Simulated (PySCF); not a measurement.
C2H6AlF (SMILES [CH3][Al]([CH3])[F]), singlet, at a GFN2-xTB geometry (such geometries of metal compounds can be far from the true shape); PySCF with PBE/6-31G.

Input for PySCF:
```python
from pyscf import gto, scf, dft

mol = gto.M(
    atom='''
Al   -0.01873622    0.01128456   -0.01949987
C     1.82868265   -0.13941676   -0.74158589
H     2.23712794   -1.14909666   -0.65766910
H     2.53495403    0.51967783   -0.23045799
H     1.84292245    0.13399660   -1.80155726
C    -0.74425394   -0.52313267    1.75297945
H    -1.55785866   -1.24709688    1.64474875
H    -1.17283915    0.33536843    2.27920618
H     0.00348516   -0.96852525    2.41114294
F    -1.12786591    0.68936370   -1.05114186
''',
    basis='6-31g',
    verbose=5,
)

mf = dft.RKS(mol)
mf.xc = 'pbe'
mf.kernel()
mo_i, mo_e, stable_i, stable_e = mf.stability(internal=True, external=True, return_status=True, nroots=6, tol=1e-6)
print('internally stable:', stable_i, ' externally stable:', stable_e)
if not stable_e:
    umf = mf.to_uhf() if not hasattr(mf, 'xc') else mf.to_uks()
    umf.scf_summary = {}
    umf.kernel(umf.make_rdm1(mo_e, umf.mo_occ))
```

Q: Predict the main parts of the log of this PySCF run.

A: 
```
PySCF version 2.14.0

[INPUT] verbose = 5
[INPUT] max_memory = 4000
[INPUT] num. atoms = 10
[INPUT] num. electrons = 40
[INPUT] charge = 0
[INPUT] spin (= nelec alpha-beta = 2S) = 0
[INPUT] symmetry False subgroup None
[INPUT] Mole.unit = angstrom
[INPUT] Symbol           X                Y                Z      unit          X                Y                Z       unit  Magmom
[...]
[INPUT] ---------------- BASIS SET ----------------
[INPUT] l, kappa, [nprim/nctr], expnt,             c_1 c_2 ...
[INPUT] C
[...]
                                457.36951         0.0140373
                                103.94869         0.0688426
                                29.210155         0.2321844
                                9.286663          0.4679413
                                3.163927          0.362312
[...]
                                1.8812885         -0.1608542
                                0.5442493         1.1434564
[...]
                                1.8812885         0.316424
                                0.5442493         0.7443083
[...]
[INPUT] Al
[...]
                                2098.75           0.0148599
                                477.705           0.0728494
                                134.36            0.24683
                                42.8709           0.487258
                                14.5189           0.323496
[...]
                                57.4419           -0.037408
                                18.2859           -0.114487
                                6.59914           0.115635
                                2.49049           0.612595
                                0.94454           0.393799
[...]
                                0.39759           0.00144583
                                0.160095          1.09279
[...]
                                57.4419           0.033199
                                18.2859           0.136282
                                6.59914           0.330476
                                2.49049           0.449146
                                0.94454           0.265704
[...]
                                0.39759           0.244533
                                0.160095          0.804934
[...]
[INPUT] H
[...]
                                2.8253937         0.23472695
                                0.6401217         0.81375733
[...]
[INPUT] F
[...]
                                1051.36609        0.0139160796
                                239.28569         0.0684053245
                                67.3974453        0.23318576
                                21.5199573        0.471267439
                                7.4031013         0.356618546
[...]
                                4.80830834        -0.146451658
                                1.34406986        1.12868858
[...]
                                4.80830834        0.345912103
                                1.34406986        0.722469957
[...]
nuclear repulsion = 151.515528601868
number of shells = 34
number of NR pGTOs = 136
number of NR cGTOs = 52
basis = 6-31g
ecp = {}

******** <class 'pyscf.dft.rks.RKS'> ********
method = RKS
initial guess = minao
damping factor = 0
level_shift factor = 0
DIIS = <class 'pyscf.scf.diis.CDIIS'>
diis_start_cycle = 1
diis_space = 8
diis_damp = 0
SCF conv_tol = 1e-09
SCF conv_tol_grad = None
SCF max_cycles = 50
direct_scf = True
direct_scf_tol = 1e-13
XC library pyscf.dft.libxc version 7.1.2
    S. Lehtola, C. Steigemann, M. J. T. Oliveira, and M. A. L. Marques,  SoftwareX 7, 1–5 (2018)
XC functionals = pbe
    J. P. Perdew, K. Burke, and M. Ernzerhof,  Phys. Rev. Lett. 77, 3865 (1996)
    J. P. Perdew, K. Burke, and M. Ernzerhof,  Phys. Rev. Lett. 78, 1396 (1997)
    J. P. Perdew, K. Burke, and M. Ernzerhof,  Phys. Rev. Lett. 77, 3865 (1996)
    J. P. Perdew, K. Burke, and M. Ernzerhof,  Phys. Rev. Lett. 78, 1396 (1997)
radial grids:
    Treutler-Ahlrichs [JCP 102, 346 (1995); DOI:10.1063/1.469408] (M4) radial grids

becke partition: Becke, JCP 88, 2547 (1988); DOI:10.1063/1.454033
pruning grids: <function nwchem_prune>
grids dens level: 3
symmetrized grids: False
atomic radii adjust function: <function treutler_atomic_radii_adjust>
small_rho_cutoff = 0
Set gradient conv threshold to 3.16228e-05
Initial guess from minao.
atom Al rad-grids = 80, ang-grids = [ 50  50  50  50  50  50  50  50  50  50  50  50  50  50  50  50  50  50
  50  50  50  50  50  86  86  86  86  86  86  86  86  86  86  86  86  86
 350 350 350 350 350 350 350 350 350 434 434 434 434 434 434 434 434 434
 434 434 434 434 434 434 434 434 434 350 350 350 350 350 350 350 350 350
 350 350 350 350 350 350 350 350]
atom C rad-grids = 75, ang-grids = [ 50  50  50  50  50  50  50  50  50  50  50  50  50  50  50  50  50  50
  50  50  50  50  86  86  86  86  86  86  86  86  86  86 266 266 266 266
 266 266 302 302 302 302 302 302 302 302 302 302 302 302 302 302 302 302
 302 302 302 302 266 266 266 266 266 266 266 266 266 266 266 266 266 266
 266 266 266]
atom H rad-grids = 50, ang-grids = [ 50  50  50  50  50  50  50  50  50  50  50  50  50  50  50  86  86  86
  86 266 266 266 266 266 302 302 302 302 302 302 302 302 302 302 302 302
 302 266 266 266 266 266 266 266 266 266 266 266 266 266]
atom F rad-grids = 75, ang-grids = [ 50  50  50  50  50  50  50  50  50  50  50  50  50  50  50  50  50  50
  50  50  50  50  86  86  86  86  86  86  86  86  86 266 266 266 266 266
 266 302 302 302 302 302 302 302 302 302 302 302 302 302 302 302 302 302
 302 302 266 266 266 266 266 266 266 266 266 266 266 266 266 266 266 266
 266 266 266]
tot_boxes 2880, boxes in each direction [13 10 14]
Padding 2 grids
tot grids = 120528
nelec by numeric integration = 39.9791959193355
E1 = -881.3524583691083  E2 = 308.1961222249633  Ecoul = 349.77715932131343  Exc = -41.581037096350144
init E= -421.640807542277
cond(S) = 252.52895656690686
  mo_energy =
[-5.53345449e+01 -2.44463526e+01 -1.00050882e+01 -1.00050504e+01
[...]
converged SCF energy = -421.759599982071
<class 'pyscf.dft.rks.RKS'> wavefunction is stable in the internal stability analysis
[...]
davidson 39 20  |r|= 0.0136  e= [1.91791506e-17 2.19504674e-01 2.53666843e-01 2.69581977e-01
 2.70103897e-01 2.83335545e-01]  max|de|= -8.55e-07  lindep= 0.00378
davidson 40 21  |r|= 0.0136  e= [-1.14450482e-18  2.19504579e-01  2.53666843e-01  2.69581977e-01
  2.70103897e-01  2.83335527e-01]  max|de|= -9.47e-08  lindep= 0.000853
davidson 41 22  |r|= 0.0136  e= [3.86053695e-17 2.19504574e-01 2.53666843e-01 2.69581977e-01
 2.70103897e-01 2.83335517e-01]  max|de|= -9.6e-09  lindep= 0.000276
davidson 42 23  |r|= 0.0136  e= [-2.62344679e-17  2.19504573e-01  2.53666843e-01  2.69581977e-01
  2.70103897e-01  2.83335499e-01]  max|de|= -1.76e-08  lindep= 8.98e-05
davidson 43 24  |r|= 0.0136  e= [-5.94348759e-17  2.19504573e-01  2.53666843e-01  2.69581977e-01
  2.70103897e-01  2.83335479e-01]  max|de|= -2.03e-08  lindep= 2.82e-05
davidson 44 25  |r|= 0.0136  e= [7.56313345e-17 2.19504573e-01 2.53666843e-01 2.69581977e-01
 2.70103897e-01 2.83335457e-01]  max|de|= -2.2e-08  lindep= 6.1e-06
davidson 45 26  |r|= 0.0136  e= [3.53888996e-17 2.19504573e-01 2.53666843e-01 2.69581977e-01
 2.70103897e-01 2.83335448e-01]  max|de|= -8.81e-09  lindep= 8.9e-07
davidson 46 27  |r|= 0.0136  e= [3.31634090e-17 2.19504573e-01 2.53666843e-01 2.69581977e-01
 2.70103897e-01 2.83335448e-01]  max|de|= -4.73e-11  lindep= 7.29e-07

WARN: QR decomposition removed 1 vectors.

Number of roots different from the previous step (5,6)
davidson 47 5  |r|= 0.0134  e= [0.21783248 0.25366671 0.26958198 0.2701039  0.28333545]  max|de|= 0.283  lindep= 6.03e-06
[...]
davidson 48 10  |r|= 0.0727  e= [0.21780637 0.2536667  0.26958198 0.2701039  0.2833351  0.30633727]  max|de|= 0.306  lindep= 6.83e-07
Old state -> New state
    0     ->     1
    1     ->     2
    2     ->     3
    3     ->     4
    4     ->     5
davidson 49 12  |r|= 0.0138  e= [0.19746624 0.22665385 0.25366709 0.26958198 0.2701039  0.28333506]  max|de|= -0.0203  lindep= 2.4e-06
rhf_real2complex: lowest eigs of H = [0.19746624 0.22665385 0.25366709 0.26958198 0.2701039  0.28333506]
<class 'pyscf.dft.rks.RKS'> wavefunction is stable in the real -> complex stability analysis
davidson 0 1  |r|= 0.575  e= [0.58671809]  max|de|= 0.587  lindep= 0.621
Old state -> New state
    0     ->     1
davidson 1 2  |r|= 0.485  e= [0.56820674 0.59669144]  max|de|= -0.0185  lindep= 0.934
Old state -> New state
    1     ->     0
    0     ->     1
    0     ->     2
    1     ->     3
davidson 2 4  |r|= 0.48  e= [0.55130932 0.55707613 0.57155942 0.59842431]  max|de|= 0.557  lindep= 0.693
Old state -> New state
    3     ->     0
    2     ->     1
    0     ->     2
    1     ->     3
    0     ->     4
    1     ->     5
davidson 3 8  |r|= 0.241  e= [0.49634662 0.52193408 0.5326651  0.54139086 0.55347188 0.56099727]  max|de|= 0.541  lindep= 0.93
davidson 4 14  |r|= 0.101  e= [0.43352923 0.45157774 0.46004704 0.47070604 0.47816602 0.4907088 ]  max|de|= 0.491  lindep= 0.98
davidson 5 20  |r|= 0.0592  e= [0.40273871 0.4168402  0.42307694 0.42710481 0.42823129 0.43033456]  max|de|= 0.43  lindep= 0.958
davidson 6 26  |r|= 0.0559  e= [0.37173605 0.38359857 0.38971936 0.39336064 0.3963433  0.39824857]  max|de|= 0.398  lindep= 0.841
davidson 7 32  |r|= 0.062  e= [0.33906911 0.34692949 0.3516299  0.35266024 0.35473831 0.36186085]  max|de|= 0.362  lindep= 0.907
davidson 8 6  |r|= 0.062  e= [0.33906911 0.34692949 0.3516299  0.35266024 0.35473831 0.36186085]  max|de|= -3.33e-16  lindep= 0.919
Old state -> New state
    5     ->     0
    0     ->     2
    0     ->     3
    0     ->     5
davidson 9 12  |r|= 0.0545  e= [0.30936869 0.32103813 0.3298055  0.3304312  0.33143324 0.33598379]  max|de|= 0.331  lindep= 0.971
Old state -> New state
    0     ->     1
    1     ->     2
    0     ->     3
    0     ->     4
    1     ->     5
davidson 10 18  |r|= 0.062  e= [0.29679811 0.30079002 0.30560059 0.30915659 0.31448091 0.31535312]  max|de|= 0.309  lindep= 0.668
Old state -> New state
    0     ->     2
    3     ->     4
    0     ->     5
davidson 11 24  |r|= 0.0865  e= [0.27815815 0.28315353 0.28625401 0.29180569 0.29801741 0.29886765]  max|de|= 0.298  lindep= 0.627
Old state -> New state
    1     ->     2
    0     ->     3
    3     ->     4
    2     ->     5
davidson 12 30  |r|= 0.11  e= [0.23620864 0.24701607 0.26046726 0.26696957 0.27994759 0.2846865 ]  max|de|= 0.28  lindep= 0.436
davidson 13 6  |r|= 0.11  e= [0.23620864 0.24701607 0.26046726 0.26696957 0.27994759 0.2846865 ]  max|de|= -2.22e-16  lindep= 0.537
Old state -> New state
    3     ->     0
    0     ->     1
    1     ->     2
    2     ->     3
    3     ->     4
    4     ->     5
davidson 14 12  |r|= 0.0636  e= [0.20629052 0.22491225 0.23960695 0.25723604 0.26322322 0.27920312]  max|de|= -0.0607  lindep= 0.758
Old state -> New state
    4     ->     0
    0     ->     1
    1     ->     2
    2     ->     3
    3     ->     4
    4     ->     5
davidson 15 18  |r|= 0.031  e= [0.18567358 0.19986641 0.22441954 0.23913167 0.2571161  0.25941299]  max|de|= 0.186  lindep= 0.647
davidson 16 24  |r|= 0.00484  e= [0.18321986 0.19961282 0.22440676 0.23909597 0.25707867 0.25865159]  max|de|= -0.00245  lindep= 0.822
[...]
davidson 17 30  |r|= 0.00125  e= [0.1831953  0.1996045  0.22440645 0.23909445 0.25707438 0.25859899]  max|de|= -5.26e-05  lindep= 0.829
[...]
davidson 18 6  |r|= 0.00125  e= [0.1831953  0.1996045  0.22440645 0.23909445 0.25707438 0.25859899]  max|de|= 5e-16  lindep= 0.999
davidson 19 7  |r|= 0.000601  e= [0.1831953  0.19960448 0.22440645 0.23909445 0.25707431 0.25859495]  max|de|= -4.04e-06  lindep= 0.757
[...]
converged 20 8  |r|= 0.000437  e= [0.18319529 0.19960448 0.22440645 0.23909444 0.2570743  0.25859424]  max|de|= -7.13e-07
rhf_external: lowest eigs of H = [0.18319529 0.19960448 0.22440645 0.23909444 0.2570743  0.25859424]
<class 'pyscf.dft.rks.RKS'> wavefunction is stable in the RHF/RKS -> UHF/UKS stability analysis
internally stable: True  externally stable: True
```
